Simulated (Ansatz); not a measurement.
Relaxation of C2H5NSi (9 atoms, charge 0, multiplicity 1), to a largest force component of 0.015 eV/Å in at most 40 steps.

Theory: RKS PBE0/6-31G* (Ansatz 0.2.0).

```xyz
9
Properties=species:S:1:pos:R:3
C -0.046 0.478 -2.245
C 0.155 0.414 -1.089
Si 0.510 0.244 0.716
N -0.510 -0.832 1.390
H -0.317 0.611 -3.312
H 0.381 1.542 1.441
H 1.911 -0.335 0.951
H 0.001 -1.651 1.690
H -0.891 -0.401 2.300
```

Problem. Where does it end, and by what steps?

Solution. The run converged. The force dipped under the threshold on the way, but the program's further checks kept it going. After 13 steps the energy has fallen by 0.686 eV; H9 moved furthest, 0.53 Å.

```json
{"step": "0", "energy less start (eV)": "0.0000", "largest force component (eV/Å)": "5.869", "accepted": "yes"}
{"step": "1", "energy less start (eV)": "-0.4958", "largest force component (eV/Å)": "1.781", "accepted": "yes"}
{"step": "2", "energy less start (eV)": "-0.5878", "largest force component (eV/Å)": "0.500", "accepted": "yes"}
{"step": "3", "energy less start (eV)": "-0.6297", "largest force component (eV/Å)": "0.216", "accepted": "yes"}
{"step": "4", "energy less start (eV)": "-0.6320", "largest force component (eV/Å)": "0.288", "accepted": "yes"}
{"step": "5", "energy less start (eV)": "-0.3880", "largest force component (eV/Å)": "3.102", "accepted": "no"}
{"step": "6", "energy less start (eV)": "-0.6419", "largest force component (eV/Å)": "0.499", "accepted": "yes"}
{"step": "7", "energy less start (eV)": "-0.6638", "largest force component (eV/Å)": "0.303", "accepted": "yes"}
{"step": "8", "energy less start (eV)": "-0.6821", "largest force component (eV/Å)": "0.123", "accepted": "yes"}
{"step": "9", "energy less start (eV)": "-0.6711", "largest force component (eV/Å)": "0.540", "accepted": "no"}
{"step": "10", "energy less start (eV)": "-0.6848", "largest force component (eV/Å)": "0.037", "accepted": "yes"}
{"step": "11", "energy less start (eV)": "-0.6856", "largest force component (eV/Å)": "0.005", "accepted": "yes"}
{"step": "12", "energy less start (eV)": "-0.6856", "largest force component (eV/Å)": "0.066", "accepted": "yes"}
{"step": "13", "energy less start (eV)": "-0.6857", "largest force component (eV/Å)": "0.003", "accepted": "yes"}
```

```xyz
9
Properties=species:S:1:pos:R:3
C -0.126 0.468 -2.167
C 0.199 0.408 -0.998
Si 0.665 0.292 0.776
N -0.286 -0.782 1.737
H -0.407 0.527 -3.197
H 0.532 1.652 1.359
H 2.072 -0.181 0.835
H -0.207 -1.777 1.571
H -1.249 -0.536 1.927
```

Whether the end is a true minimum wasn't checked by a vibrational analysis.

Run time: 89 s on 1 thread of Intel(R) Xeon(R) Processor @ 2.50GHz (Skylake/Cascade Lake), with other jobs on the host, peak memory 0.15 GiB.
